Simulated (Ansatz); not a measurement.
Sn6S6, relaxed as a singlet with RKS PBE-D4/def2-SVP in Ansatz, starting from the GFN1-xTB geometry. Force threshold 0.03 eV/Å.

In the def2 sets Sn takes a core potential; there is no spin–orbit coupling. Another isomer (singlet) lies 1.57 eV lower at PBE0-D4/def2-SVP; other spin states weren't run for this one.

Start:

```xyz
12

Sn   -1.7693   -2.3413   -0.4234
Sn    0.0059   -0.9620    2.3697
Sn   -0.8378    0.8327   -3.0728
Sn    0.6324    3.1732    0.5584
Sn    1.5853   -1.0188   -0.7972
Sn   -1.7379    1.8505   -0.4975
S    -1.9124   -0.1688    0.8771
S    -0.4868   -1.4906   -2.4149
S     1.0285    1.5179    2.3848
S     0.4453   -2.8284    0.6432
S     0.7828    1.4132   -1.2019
S     2.2641    0.0225    1.5747
```

Question: Estimate the energy that the relaxation releases and the steps that it takes.

Answer: 1.03 eV, in 7 steps; 55 s on 4 threads of Arm Neoverse V2 on a shared host. No frequencies were taken in this run, so the end may be a saddle point.

Question: Does the start keep its bonding?

Answer: By distances, no bond broke or formed. The bond that changes most is Sn2–S9, from 2.68 to 2.98 Å (atoms count from 1).

Question: Predict the relaxed structure.

Answer: 
```xyz
12

Sn   -1.879   -2.424   -0.513
Sn    0.030   -1.093    2.580
Sn   -0.931    0.894   -3.188
Sn    0.702    3.357    0.515
Sn    1.695   -1.157   -0.876
Sn   -1.735    1.838   -0.444
S    -1.958   -0.244    0.980
S    -0.467   -1.529   -2.549
S     1.062    1.704    2.486
S     0.403   -2.928    0.641
S     0.871    1.491   -1.296
S     2.205    0.091    1.665
```
Bond lengths (bridged metal pairs left out): 16 × S–Sn 2.53 to 2.88 Å; 1 × S–S 2.14 Å.
